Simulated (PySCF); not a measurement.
A geometry optimisation, step by step.

Compound: C2H8O2SiTe.
Bonds: C1–Te2, Te2–O3 (double), Te2–C4, C4–O5, O5–Si6. Hydrogens: H7, H8, H9 on C1; H10, H11 on C4; H12, H13, H14 on Si6.

Computed by this run: PBE0-D3(BJ)/def2-SVP geometry optimisation, gas phase, def2 core potentials past Kr (PySCF); density fitting, grid level 1; the optimiser is geomeTRIC in internal coordinates, started from a GFN2-xTB structure with every atom displaced at random (about 0.01 Å). The frame can shift and turn from step to step; on so coarse a grid that alone can change the energy by a few meV, and forces under 0.02 eV/Å are noise.

Step 0: E = -21450.1140 eV, largest atomic force 2.052 eV/Å
```
atom  x, y, z in Å  |  force x, y, z in eV/Å
C1      2.199    0.660   -0.073   -1.115   1.185   0.479
Te2     1.567   -0.772    1.386    0.036   0.995   0.360
O3      2.337   -2.241    0.694    0.845  -1.578  -0.315
C4     -0.325   -0.958    0.428   -1.844   0.403   0.806
O5     -0.887    0.309    0.287    1.398  -0.348   0.472
Si6    -2.364    0.731   -0.263   -0.240   0.075  -0.199
H7      3.083    1.189    0.267    0.440   0.129   0.223
H8      2.407    0.143   -0.994    0.100  -0.588  -0.582
H9      1.373    1.401   -0.208    0.405  -0.416   0.002
H10    -0.190   -1.442   -0.524    0.502  -0.548  -0.789
H11    -1.006   -1.606    1.047    0.582   0.138  -0.204
H12    -3.393    0.054    0.528   -0.549  -0.198   0.297
H13    -2.523    0.356   -1.677   -0.137  -0.017  -0.457
H14    -2.288    2.162   -0.029   -0.424   0.769  -0.094
```

Step 1: E = -21450.3673 eV, largest atomic force 0.559 eV/Å
```
atom  x, y, z in Å  |  force x, y, z in eV/Å
C1      2.568    0.904    0.302    0.165  -0.162  -0.181
Te2     2.036   -0.631    1.709    0.176  -0.352  -0.041
O3      2.803   -2.172    1.017   -0.262   0.478   0.127
C4      0.031   -0.706    0.814    0.246  -0.295  -0.194
O5     -0.498    0.567    0.743   -0.138   0.255   0.019
Si6    -2.024    1.019    0.206    0.013  -0.065  -0.008
H7      3.449    1.454    0.658   -0.023  -0.016   0.002
H8      2.802    0.370   -0.634   -0.003   0.084   0.085
H9      1.706    1.569    0.176   -0.071   0.053   0.015
H10     0.217   -1.187   -0.170   -0.074   0.117   0.091
H11    -0.546   -1.405    1.441   -0.161   0.021   0.041
H12    -3.077    0.334    1.018    0.030  -0.012  -0.030
H13    -2.198    0.670   -1.237    0.010  -0.044   0.031
H14    -2.128    2.495    0.376    0.091  -0.062   0.042
```

Step 2: E = -21450.3828 eV, largest atomic force 0.247 eV/Å
```
atom  x, y, z in Å  |  force x, y, z in eV/Å
C1      2.595    0.896    0.297   -0.018  -0.030  -0.030
Te2     2.027   -0.621    1.715   -0.104   0.177   0.050
O3      2.760   -2.148    1.014    0.075  -0.170  -0.077
C4      0.026   -0.689    0.812    0.051  -0.192   0.008
O5     -0.504    0.585    0.750   -0.017   0.245   0.021
Si6    -2.033    1.004    0.209    0.019  -0.017  -0.009
H7      3.482    1.432    0.659   -0.004   0.009   0.015
H8      2.827    0.361   -0.635   -0.004  -0.008   0.017
H9      1.743    1.577    0.168    0.009   0.013   0.004
H10     0.202   -1.157   -0.175    0.004   0.019   0.008
H11    -0.575   -1.380    1.432   -0.005  -0.007  -0.008
H12    -3.074    0.297    1.015   -0.006  -0.015  -0.013
H13    -2.192    0.648   -1.233   -0.010  -0.025   0.004
H14    -2.140    2.475    0.392    0.009   0.001   0.009
```

Step 3: E = -21450.3859 eV, largest atomic force 0.132 eV/Å
```
atom  x, y, z in Å  |  force x, y, z in eV/Å
C1      2.596    0.890    0.297   -0.022   0.011   0.003
Te2     2.022   -0.622    1.716   -0.012   0.033  -0.004
O3      2.746   -2.156    1.009    0.008  -0.035  -0.010
C4      0.025   -0.678    0.815   -0.029  -0.092   0.017
O5     -0.501    0.603    0.758    0.055   0.113   0.041
Si6    -2.030    1.004    0.209   -0.013  -0.014  -0.015
H7      3.486    1.421    0.659    0.000   0.005   0.005
H8      2.825    0.352   -0.634    0.001  -0.016  -0.003
H9      1.749    1.578    0.168    0.015  -0.003   0.002
H10     0.201   -1.138   -0.175    0.006  -0.001  -0.012
H11    -0.582   -1.369    1.428    0.011   0.004  -0.017
H12    -3.067    0.283    1.008   -0.008  -0.005  -0.004
H13    -2.179    0.639   -1.232   -0.007  -0.008  -0.002
H14    -2.150    2.474    0.393   -0.007   0.008  -0.002
```

Step 4: E = -21450.3875 eV, largest atomic force 0.085 eV/Å
```
atom  x, y, z in Å  |  force x, y, z in eV/Å
C1      2.604    0.880    0.298   -0.002   0.017   0.016
Te2     2.017   -0.627    1.716    0.022  -0.031  -0.009
O3      2.721   -2.168    1.001   -0.013   0.020   0.014
C4      0.022   -0.661    0.818   -0.049   0.026  -0.011
O5     -0.495    0.628    0.772    0.073  -0.018   0.041
Si6    -2.027    1.006    0.210   -0.042  -0.011  -0.019
H7      3.499    1.402    0.661    0.002  -0.003  -0.004
H8      2.826    0.338   -0.631    0.004  -0.006  -0.008
H9      1.765    1.578    0.170   -0.001  -0.005  -0.003
H10     0.195   -1.111   -0.176    0.001  -0.008  -0.013
H11    -0.594   -1.353    1.422    0.007  -0.001  -0.002
H12    -3.058    0.267    1.000    0.001   0.007   0.005
H13    -2.161    0.628   -1.230    0.004   0.009  -0.002
H14    -2.171    2.474    0.390   -0.007   0.003  -0.006
```

Step 5: E = -21450.3879 eV, largest atomic force 0.057 eV/Å
```
atom  x, y, z in Å  |  force x, y, z in eV/Å
C1      2.608    0.873    0.299    0.003   0.007   0.011
Te2     2.014   -0.633    1.716    0.015  -0.027  -0.009
O3      2.708   -2.177    0.997   -0.010   0.019   0.011
C4      0.018   -0.653    0.819   -0.026   0.037  -0.017
O5     -0.492    0.639    0.780    0.038  -0.034   0.026
Si6    -2.025    1.010    0.210   -0.031  -0.004  -0.015
H7      3.506    1.390    0.662    0.002  -0.003  -0.003
H8      2.827    0.330   -0.630    0.002   0.000  -0.003
H9      1.773    1.576    0.172   -0.003  -0.005  -0.001
H10     0.189   -1.099   -0.178   -0.002  -0.005  -0.004
H11    -0.600   -1.346    1.419    0.004  -0.002   0.003
H12    -3.056    0.266    0.997    0.004   0.007   0.005
H13    -2.150    0.628   -1.229    0.006   0.008  -0.001
H14    -2.180    2.477    0.386   -0.002   0.002  -0.003
```

Step 6: E = -21450.3881 eV, largest atomic force 0.026 eV/Å
```
atom  x, y, z in Å  |  force x, y, z in eV/Å
C1      2.612    0.864    0.302    0.006  -0.004   0.000
Te2     2.011   -0.644    1.714    0.000  -0.007  -0.001
O3      2.694   -2.190    0.990   -0.002   0.003  -0.001
C4      0.013   -0.648    0.819    0.007   0.020  -0.013
O5     -0.490    0.648    0.788   -0.011  -0.023   0.005
Si6    -2.021    1.017    0.210   -0.002   0.005  -0.005
H7      3.512    1.377    0.665    0.000  -0.002   0.001
H8      2.829    0.323   -0.629    0.001   0.003   0.002
H9      1.779    1.570    0.176   -0.002  -0.002   0.001
H10     0.181   -1.089   -0.181   -0.004   0.000   0.003
H11    -0.607   -1.340    1.416   -0.001  -0.001   0.004
H12    -3.054    0.275    0.995    0.003   0.004   0.002
H13    -2.137    0.633   -1.229    0.004   0.003   0.001
H14    -2.180    2.485    0.381    0.004   0.001   0.001
```

Q: Summarise the path.

A: The energy falls by 26.44 kJ/mol from step 0 to step 6; nine tenths of that is first reached at step 1. It falls at every step. The largest force goes from 2.052 to 0.026 eV/Å. Among the bonds Te2–C4 changes most, from 2.129 to 2.189 Å; the atoms move by 0.114 Å rms after alignment.

Q: Follow the three bonds and two angles with the largest change from start to end.

A: 
```csv
step,E above end (kJ/mol),largest force (eV/Å),Te2–C4 (Å),O5–Si6 (Å),Te2=O3 (Å),O5–Si6–H14 (°),C4–O5–Si6 (°)
0,26.44,2.052,2.129,1.631,1.797,98.8,129.4
1,2.01,0.559,2.197,1.680,1.855,107.1,127.8
2,0.51,0.247,2.196,1.675,1.833,105.8,126.5
3,0.21,0.132,2.192,1.674,1.838,105.7,125.6
4,0.05,0.085,2.188,1.675,1.840,105.7,124.1
5,0.01,0.057,2.188,1.676,1.839,105.9,123.4
6,0.00,0.026,2.189,1.678,1.839,106.0,122.9
```

The cost below is that of the whole optimisation. The run took 65 s on one thread, Intel Xeon 6975P-C (x86_64) (shared host), and the process peaked at 0.57 GiB of memory.
